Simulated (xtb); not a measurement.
C$_{4}$H$_{4}$N, doublet, at a GFN2-xTB geometry; GFN2-xTB (xtb).

Here is a job for xtb.
```
$ xtb mol.xyz --gfn 2 --uhf 1 --opt --json

# file mol.xyz
9

N      0.00101311     0.00179014     1.21381074
C     -0.02836105     1.06635868     0.41796243
C      0.02906134    -1.06512128     0.42105804
C     -0.05593112     0.67892045    -0.96505293
C      0.05432176    -0.68176417    -0.96313820
H      0.02024113     2.06333536     0.81579789
H     -0.01887421    -2.06092004     0.82191303
H     -0.06280677     1.34944499    -1.80162395
H      0.05980256    -1.35475337    -1.79773810
```

What the program printed (banner, timings and long lists left out):

```
   ID    Z sym.   atoms
    1    7 N      1
    2    6 C      2-5
    3    1 H      6-9

           -------------------------------------------------
          |                Calculation Setup                |
           -------------------------------------------------

           -------------------------------------------------
          |                 G F N 2 - x T B                 |
           -------------------------------------------------

          ...................................................
          :                      SETUP                      :
          :.................................................:
          :  # basis functions                  24          :
          :  # atomic orbitals                  24          :
          :  # shells                           14          :
          :  # electrons                        25          :
          :  max. iterations                   250          :
          :  Hamiltonian                  GFN2-xTB          :
          :  restarted?                      false          :
          :  GBSA solvation                  false          :
          :  PC potential                    false          :
          :  electronic temp.          300.0000000     K    :
          :  accuracy                    1.0000000          :
          :  -> integral cutoff          0.2500000E+02      :
          :  -> integral neglect         0.1000000E-07      :
          :  -> SCF convergence          0.1000000E-05 Eh   :
          :  -> wf. convergence          0.1000000E-03 e    :
          :  Broyden damping             0.4000000          :
          :  net charge                          0          :
          :  unpaired electrons                  1          :
          ...................................................

 iter      E             dE          RMSdq      gap      omega  full diag
   1    -13.6422106 -0.136422E+02  0.459E+00    5.42       0.0  T
   2    -13.6473533 -0.514264E-02  0.337E+00    5.13       1.0  T
   3    -13.5120560  0.135297E+00  0.418E+00    5.11       1.0  T
   4    -13.6452015 -0.133145E+00  0.132E+00    5.05       1.0  T
   5    -13.6493596 -0.415816E-02  0.784E-01    5.12       1.0  T
   6    -13.6510069 -0.164726E-02  0.558E-01    5.16       1.0  T
   7    -13.6519525 -0.945578E-03  0.343E-01    5.18       1.0  T
   8    -13.6484593  0.349317E-02  0.856E-01    5.22       1.0  T
   9    -13.6514057 -0.294635E-02  0.484E-01    5.17       1.0  T
  10    -13.6518481 -0.442436E-03  0.362E-01    5.18       1.0  T
  11    -13.6523165 -0.468406E-03  0.189E-01    5.19       1.0  T
  12    -13.6525014 -0.184936E-03  0.136E-02    5.20       2.4  T
  13    -13.6525000  0.146464E-05  0.202E-02    5.20       1.6  T
  14    -13.6525014 -0.139666E-05  0.125E-02    5.20       2.7  T
  15    -13.6525022 -0.812333E-06  0.790E-04    5.20      42.2  T
  16    -13.6525022 -0.300727E-08  0.156E-04    5.20     214.0  T

   *** convergence criteria satisfied after 16 iterations ***

         :::::::::::::::::::::::::::::::::::::::::::::::::::::
         ::                     SUMMARY                     ::
         :::::::::::::::::::::::::::::::::::::::::::::::::::::
         :: total energy             -13.431962300888 Eh    ::
         :: gradient norm              0.000037984944 Eh/a0 ::
         :: HOMO-LUMO gap              5.201391535410 eV    ::
         ::.................................................::
         :: SCC energy               -13.652501012029 Eh    ::
         :: -> isotropic ES            0.007987364302 Eh    ::
         :: -> anisotropic ES          0.001898586949 Eh    ::
         :: -> anisotropic XC          0.012817116242 Eh    ::
         :: -> dispersion             -0.004985392533 Eh    ::
         :: repulsion energy           0.220538711141 Eh    ::
         :: add. restraining           0.000000000000 Eh    ::
         :: total charge               0.000000000002 e     ::
[...]
 * total energy  :   -13.4319623 Eh     change       -0.1049738E-09 Eh
   *** GEOMETRY OPTIMIZATION CONVERGED AFTER 1 ITERATIONS ***
         :: total energy             -13.431962300996 Eh    ::
[...]
         9        2.0000           -0.4713718             -12.8267
        10        2.0000           -0.4648320             -12.6487
        11        2.0000           -0.4075441             -11.0898
        12        1.9893           -0.3929808             -10.6936
        13        1.0107           -0.3843849             -10.4596 (HOMO)
        14                         -0.1932371              -5.2582 (LUMO)
        15                         -0.1751304              -4.7655
        16                          0.1047677               2.8509
        17                          0.1212509               3.2994
        18                          0.1706537               4.6437
        19                          0.2221381               6.0447
        20                          0.2328413               6.3359
        21                          0.2780669               7.5666
        22                          0.4279393              11.6448
        23                          0.4662928              12.6885
        24                          0.6537163              17.7885
      -------------------------------------------------------------
                  HL-Gap            0.1911478 Eh            5.2014 eV
             Fermi-level           -0.3387469 Eh           -9.2178 eV

     #   Z          covCN         q      C6AA      α(0)
     1   7 N        1.882    -0.222    26.698     7.660
     2   6 C        3.162     0.073    26.061     8.344
     3   6 C        3.162     0.073    26.061     8.344
     4   6 C        3.027    -0.049    29.185     8.861
     5   6 C        3.027    -0.049    29.185     8.861
     6   1 H        0.926     0.050     2.318     2.381
     7   1 H        0.926     0.050     2.318     2.381
     8   1 H        0.926     0.037     2.484     2.464
     9   1 H        0.926     0.037     2.484     2.464

 Mol. C6AA /au·bohr⁶  :       1046.851818
 Mol. C8AA /au·bohr⁸  :      25193.864987
 Mol. α(0) /au        :         51.761683

Wiberg/Mayer (AO) data.
largest (>0.10) Wiberg bond orders for each atom

 ---------------------------------------------------------------------------
     #   Z sym  total        # sym  WBO       # sym  WBO       # sym  WBO
 ---------------------------------------------------------------------------
     1   7 N    3.139 --     3 C    1.463     2 C    1.463
     2   6 C    3.838 --     1 N    1.463     4 C    1.207     6 H    0.969
                             3 C    0.129
     3   6 C    3.838 --     1 N    1.463     5 C    1.207     7 H    0.969
                             2 C    0.129
     4   6 C    3.970 --     5 C    1.637     2 C    1.207     8 H    0.974
     5   6 C    3.970 --     4 C    1.637     3 C    1.207     9 H    0.974
     6   1 H    0.997 --     2 C    0.969
     7   1 H    0.997 --     3 C    0.969
     8   1 H    0.999 --     4 C    0.974
     9   1 H    0.999 --     5 C    0.974
 ---------------------------------------------------------------------------

Topologies differ in total number of bonds
Writing topology from bond orders to xtbtopo.mol

molecular dipole:
                 x           y           z       tot (Debye)
 q only:       -0.000      -0.000      -0.316
   full:       -0.001      -0.001      -0.620       1.575
molecular quadrupole (traceless):
                xx          xy          yy          xz          yz          zz
 q only:       -1.069      -0.016       2.586      -0.000      -0.006      -1.517
  q+dip:       -2.970      -0.028       5.280       0.001      -0.011      -2.311
   full:       -0.910       0.056       4.160      -0.002      -0.011      -3.250

optimized geometry written to: xtbopt.xyz

           -------------------------------------------------
          | TOTAL ENERGY              -13.431962300996 Eh   |
          | GRADIENT NORM               0.000039278975 Eh/α |
          | HOMO-LUMO GAP               5.201396540315 eV   |
           -------------------------------------------------
```
